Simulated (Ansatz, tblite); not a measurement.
Removing and adding an electron: the cluster Cd2Te. Charge 0, multiplicity 1. Geometry: PBE0-D4/def2-TZVP. Ansatz, gas phase; energy differences of separate SCF runs; the oxidised species was run as a doublet alone; the reduced species was run as a doublet alone.

Cartesian coordinates in Å:
```
Cd -2.4874 1.0920 -0.1076
Cd 2.4875 -1.0918 0.1057
Te -0.0001 -0.0002 0.0018
```

In the def2 sets Cd, Te take a core potential; there is no spin–orbit coupling. The xTB rows come from tblite. The order of the spin states hangs on the level: the triplet lies 0.10 eV below the singlet at PBE0-D4/def2-TZVP, but 1.80 eV above it at GFN1-xTB. The structure comes from a short search, and lower isomers may exist.

```tsv
level	−HOMO (eV)	vertical IE (eV)	−LUMO (eV)	vertical EA (eV)	HOMO–LUMO gap (eV)	IE − EA (eV)
GFN1-xTB	9.63	12.35	7.62	6.06	2.01	6.29
GFN2-xTB	7.61	11.44	5.40	2.01	2.21	9.43
PBE-D4/def2-TZVP	4.84	7.38	4.05	–	0.79	–
PBE-D4/def2-TZVPD	4.85	–	4.06	2.03	0.79	–
r2SCAN-D4/def2-TZVP	5.04	7.36	4.07	–	0.97	–
r2SCAN-D4/def2-TZVPD	5.05	–	4.08	2.21	0.97	–
PBE0-D4/def2-TZVP	5.72	7.32	3.52	–	2.20	–
PBE0-D4/def2-TZVPD	5.73	–	3.53	2.13	2.20	–
```

 Raw xTB energy differences between charge states are shifted by several eV; the methods need an empirical correction for them.
